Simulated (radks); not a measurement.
Task: These are the eigenvalues of the occupied orbitals of an atom or ion with whole-number occupations (eV). Method: Dirac Kohn-Sham, PBE, spin-unpolarised, spherical densities, point nucleus; computed with a radial shooting solver on a logarithmic mesh with Libxc functionals.

1s1/2: -87500.37
2s1/2: -19045.03
2p1/2: -18484.36
2p3/2: -16509.84
3s1/2: -7314.850
3p1/2: -7094.665
3p3/2: -6591.970
3d3/2: -6280.856
3d5/2: -6166.587

Which element is it, and in what charge state? The configuration may be excited. Open shells, if any, are shared by 2j + 1.

Result: Z = 80, mercury, charge +60: Hg60+ in [Ar] 3d2. The list shows which subshells hold electrons but not how many an open one holds; the 1s level, -3215.6 hartree, gives Z - s = 80.2 by -(Z - s)^2/2, which with screening and relativity narrows Z to a few neighbours, and the depths of the outer levels then fix element, charge and occupations together.
